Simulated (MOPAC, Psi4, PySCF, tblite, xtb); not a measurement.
Dimer BF3 ··· Br2 (SMILES FB(F)F and BrBr) at R = 3.86 Å between the centres of mass, closest contact 3.56 Å (lowest of the rigid-body minima from ten starts at GFN2-xTB). Geometry in Å and degrees:

```
B
F 1 1.3154
F 1 1.3155 2 119.97
F 1 1.3156 2 120.00 3 -179.98
Br 2 3.5578 1 101.67 3 -17.25
Br 5 2.3158 2 72.10 1 90.30
```

Computed with: GFN2-xTB (tblite); SAPT0/jun-cc-pVDZ, frozen core (Psi4); revPBE/def2-TZVP, counterpoise-corrected (Psi4); revPBE-D3(BJ)/def2-TZVP, counterpoise-corrected (Psi4); PBE/def2-TZVP, counterpoise-corrected (Psi4); PBE-D3(BJ)/def2-TZVP, counterpoise-corrected (Psi4); HF/aug-cc-pVDZ, counterpoise-corrected (Psi4); MP2/aug-cc-pVDZ = DF-MP2/aug-cc-pVDZ, frozen core, counterpoise-corrected in Psi4; SCS-MP2/aug-cc-pVDZ = Psi4 with DF-SCS-MP2/aug-cc-pVDZ, frozen core, counterpoise-corrected; PM7, restricted, heats of formation (MOPAC); PM3, restricted, heats of formation (MOPAC); GFN1-xTB (xtb); RKS-B3LYP/6-31G* = restricted B3LYP/6-31G*, spherical d, no counterpoise correction in PySCF; RHF/3-21G = restricted Hartree-Fock/3-21G, no counterpoise correction (PySCF 2.14.0); RKS-BP86/6-31G* = restricted BP86/6-31G*, spherical d, no counterpoise correction in PySCF; RHF/6-31G* = restricted Hartree-Fock/6-31G*, spherical d, no counterpoise correction run with PySCF.

Q: What interaction energy does each level give?

A: 
```tsv
method	E_int / kJ/mol
GFN2-xTB	-7.40
PM7	-3.38
PBE-D3(BJ)/def2-TZVP	-3.06
GFN1-xTB	-2.42
revPBE-D3(BJ)/def2-TZVP	-2.19
MP2/aug-cc-pVDZ	-0.97
RKS-B3LYP/6-31G*	-0.96
RHF/3-21G	-0.40
SCS-MP2/aug-cc-pVDZ	0.60
SAPT0/jun-cc-pVDZ	0.63
PBE/def2-TZVP	1.41
RHF/6-31G*	1.86
RKS-BP86/6-31G*	3.13
PM3	4.54
HF/aug-cc-pVDZ	5.24
revPBE/def2-TZVP	6.95
```
